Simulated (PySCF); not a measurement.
Species: MoNCl3 (singlet state).
Structure used (PBE0-D3(BJ)/def2-SVP), in Å, numbered top down from 1:
```
atom  x, y, z in Å
Mo1    0.0069   -0.0016    0.0309
N2     0.2319   -0.0334    1.6257
Cl3    2.0747    0.0257   -0.8596
Cl4   -1.1592    1.8807   -0.3629
Cl5   -1.1544   -1.8715   -0.4341
```

Theory: PySCF 2.14.0, density-fitted response routines, TDDFT PBE0/def2-SVPD, vertical, gas phase, core orbitals frozen in the response, def2 core potentials past Kr. Spin–orbit coupling is left out.

Kohn–Sham orbitals with the atoms that hold most of them (Löwdin shares over 4%, at most four atoms):

| orbital | ε (eV) | atoms |
| --- | --- | --- |
| HOMO-3 | -10.03 | Cl3 33%, Cl4 33%, Cl5 33% |
| HOMO-2 | -9.71 | N2 40%, Cl3 15%, Cl4 15%, Cl5 15% |
| HOMO-1 | -9.46 | Cl4 43%, N2 26%, Cl5 15%, Mo1 9% |
| HOMO | -9.45 | Cl3 36%, Cl5 28%, N2 26%, Mo1 9% |
| LUMO | -4.24 | Mo1 62%, Cl4 14%, Cl5 12%, Cl3 8% |
| LUMO+1 | -4.23 | Mo1 62%, Cl3 15%, Cl5 11%, Cl4 9% |
| LUMO+2 | -1.66 | Mo1 49%, N2 37%, Cl5 9% |

Within 0.005 eV of a neighbour in this list lie HOMO-1/HOMO (point group found: C3v); within a degenerate set the shares of single atoms can hang on how the components are chosen.

(1) How does S1 compare with the orbital gap of 5.21 eV?

Answers

(1) S1 is at 3.50 eV (f = 0.0000), 1.71 eV below the gap, made of HOMO-1/HOMO→LUMO (≥48%), HOMO-1/HOMO→LUMO+1 (≥43%). 

For S1 the Löwdin share of molybdenum is 9% in HOMO-1 and 62% in LUMO (ligand-to-metal charge transfer by this measure).

Next come S2 at 3.64 eV (f 0.0006), HOMO-1/HOMO→LUMO (≥74%), HOMO-1/HOMO→LUMO+1 (≥15%); S3 at 3.65 eV (f 0.0004), HOMO-1/HOMO→LUMO+1 (≥49%), HOMO-1/HOMO→LUMO (≥41%); S4 at 3.67 eV (f 0.0021), HOMO-1/HOMO→LUMO+1 (≥76%), HOMO-1/HOMO→LUMO (≥15%); S5 at 3.83 eV (f 0.0022), HOMO-2→LUMO (92%).

Orbitals of the list HOMO-3 to LUMO+2 that lie within 0.01 eV of each other are written together with a slash and their weights summed (≥ marks a lower bound); for degenerate orbitals outside that list single weights are arbitrary.

Time: 14 s. Hardware: an Arm Neoverse V2 with one thread, on a shared host.
